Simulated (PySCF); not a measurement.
Delta-SCF ions had no search for a lower state. Excitations are Tamm–Dancoff values on a coarser integration grid. The basis has no diffuse functions, so Rydberg states are missing or too high.

Z-matrix (Å, degrees):
```
B
O 1 1.3598
H 2 0.9603 1 113.31
O 1 1.3598 2 116.76 3 180.00
H 4 0.9603 1 113.31 2 180.00
H 1 1.1998 2 121.62 3 0.00
```
Charge 0, multiplicity 1.

Q: What dipole moment, vertical ionisation energy (Delta-SCF), total energy, S1–T1 gap (TDA) and T1 excitation (TDA) does M06-2X/def2-TZVP // B3LYP-D3(BJ)/def2-TZVP (PySCF 2.14.0) give?

A: 
* **dipole moment**: 2.43 D
* **vertical ionisation energy (Delta-SCF)**: 12.21 eV
* **total energy**: -4822.21 eV
* **S1–T1 gap (TDA)**: 0.54 eV
* **T1 excitation (TDA)**: 7.76 eV
